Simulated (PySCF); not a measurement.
**Argon: a sound run and one with changed settings**

Sound run: Ar+ [Ne] 3s2 3p5, Ar(2+) [Ne] 3s2 3p4. Computed with PySCF 2.14 in 6-31G* (4s3p1d, 18 functions), with the non-relativistic Hamiltonian (point nucleus). In the sound run the correlated levels freeze [Ne]. The sound run starts from symmetry-adapted Hartree-Fock orbitals and uses a fine grid where one is needed.

Changed run: the spin-free X2C one-electron Hamiltonian (Gaussian nucleus). This setting is unsound on purpose.

```csv
species,method,sound run (hartree),changed run (hartree),converged
Ar+,UHF,-526.23345,-527.82583,yes
Ar+,M06-2X,-526.90261,-528.49464,yes
Ar+,PBE0,-526.75863,-528.35040,yes
Ar+,MP2,-526.34332,-527.93560,yes
Ar+,CCSD(T),-526.36145,-527.95366,yes
Ar(2+),UHF,-525.26382,-526.85586,yes
Ar(2+),M06-2X,-525.88474,-527.47640,yes
Ar(2+),PBE0,-525.74330,-527.33476,yes
Ar(2+),MP2,-525.35301,-526.94496,yes
Ar(2+),CCSD(T),-525.37328,-526.96513,yes
```

Ionisation energy of Ar+:

| method | sound run (eV) | changed run (eV) |
| --- | --- | --- |
| UHF | 26.385 | 26.394 |
| M06-2X | 27.698 | 27.708 |
| PBE0 | 27.629 | 27.637 |
| MP2 | 26.948 | 26.957 |
| SCS-MP2 | 26.921 | 26.930 |
| CCSD | 26.883 | 26.893 |
| CCSD(T) | 26.889 | 26.899 |

Most of the change in total energy is the relativistic energy itself. On top of that the contraction fixes the core shape for the Hamiltonian it was made with, so the changed run is not a good calculation with the other Hamiltonian either.

For comparison, NIST gives 27.630 eV between the lowest levels.
